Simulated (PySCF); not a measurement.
Species: C6H7O3P.
Bonds: C1–O2, O2–C3, C3–O4 (double), C3–C5, C5–O6 (aromatic), O6–C7 (aromatic), C7–P8 (aromatic), P8–C9 (aromatic), C9–C10, C5–C9 (aromatic). Hydrogens: H11, H12, H13 on C1; H14 on C7; H15, H16, H17 on C10.

The same species was optimised twice, with GFN2-xTB and with PBE0-D3(BJ)/def2-SVP (PySCF), and the same property calculations (PySCF, gas phase) were run on both structures.

```tsv
coordinate	GFN2-xTB	PBE0-D3(BJ)/def2-SVP	change
P8–C9 (Å)	1.774	1.787	+0.013
O2–C3 (Å)	1.340	1.333	-0.007
C5–O6 (Å)	1.344	1.351	+0.007
C9–C10 (Å)	1.488	1.494	+0.006
C5–C9 (Å)	1.377	1.371	-0.006
C3–C5 (Å)	1.467	1.471	+0.004
C1–O2 (Å)	1.419	1.417	-0.002
O6–C7 (Å)	1.328	1.330	+0.002
C3=O4 (Å)	1.208	1.208	0.000
C7–P8 (Å)	1.714	1.714	0.000
O4–C3–C5 (°)	124.5	123.3	-1.2
O2–C3–C5 (°)	111.6	112.6	+1.0
C3–C5–O6 (°)	118.2	117.3	-0.9
C3–C5–C9 (°)	126.8	127.6	+0.8
C5–C9–C10 (°)	125.0	125.7	+0.7
O6–C7–P8 (°)	116.4	115.9	-0.5
C5–O6–C7 (°)	111.3	111.7	+0.4
C5–C9–P8 (°)	110.1	109.7	-0.4
C1–O2–C3–O4 (°)	0	0	0
O2–C3–C5–O6 (°)	0	0	0
```

Rotational constants: A = 2410, B = 792.1, C = 600.6 MHz (GFN2-xTB) against A = 2394, B = 790.0, C = 598.4 MHz (PBE0-D3(BJ)/def2-SVP). Point groups within 0.08 Å: Cs and Cs.

On the GFN2-xTB structure: HOMO (eV) -7.17 [PBE0/pcSseg-1]; LUMO (eV) -1.51 [PBE0/pcSseg-1]; dipole (D) 1.41 [PBE0/pcSseg-1]; GIAO shielding of C1 (ppm) 133.5 [PBE0/pcSseg-1]; GIAO shielding of O2 (ppm) 149.7 [PBE0/pcSseg-1]; GIAO shielding of C3 (ppm) 21.1 [PBE0/pcSseg-1]; GIAO shielding of O4 (ppm) -82.7 [PBE0/pcSseg-1]; GIAO shielding of C5 (ppm) 34.3 [PBE0/pcSseg-1]; GIAO shielding of O6 (ppm) -27.7 [PBE0/pcSseg-1]; GIAO shielding of C7 (ppm) -3.5 [PBE0/pcSseg-1]; GIAO shielding of P8 (ppm) 170.7 [PBE0/pcSseg-1].

**Question.** What do these properties become on the PBE0-D3(BJ)/def2-SVP structure?

**Answer.** 
```csv
property,level,on GFN2-xTB,on PBE0-D3(BJ)/def2-SVP,change
HOMO (eV),PBE0/pcSseg-1,-7.17,-7.17,0.00
LUMO (eV),PBE0/pcSseg-1,-1.51,-1.48,+0.03
dipole (D),PBE0/pcSseg-1,1.41,1.44,+0.03
"energy, GFN2-xTB geometry as zero (kcal/mol)",PBE0/pcSseg-1,0.0,-0.4,-0.4
GIAO shielding of C1 (ppm),PBE0/pcSseg-1,133.5,132.5,-1.0
GIAO shielding of O2 (ppm),PBE0/pcSseg-1,149.7,151.5,+1.8
GIAO shielding of C3 (ppm),PBE0/pcSseg-1,21.1,21.3,+0.2
GIAO shielding of O4 (ppm),PBE0/pcSseg-1,-82.7,-85.5,-2.8
GIAO shielding of C5 (ppm),PBE0/pcSseg-1,34.3,34.3,0.0
GIAO shielding of O6 (ppm),PBE0/pcSseg-1,-27.7,-31.7,-4.0
GIAO shielding of C7 (ppm),PBE0/pcSseg-1,-3.5,-4.1,-0.6
GIAO shielding of P8 (ppm),PBE0/pcSseg-1,170.7,165.2,-5.5
```

The heavy atoms differ by 0.010 Å rms after alignment. Among bonds between heavy atoms P8–C9 changes most (+0.013 Å). Changes are differences of the printed values. Neither structure is proved a minimum here.

The values belong to the conformer `[CH3:1][O:2][C:3](=[O:4])[c:5]1[o:6][cH:7][p:8][c:9]1[CH3:10]`: C1–O2–C3–O4 0°, O2–C3–C5–O6 0°.
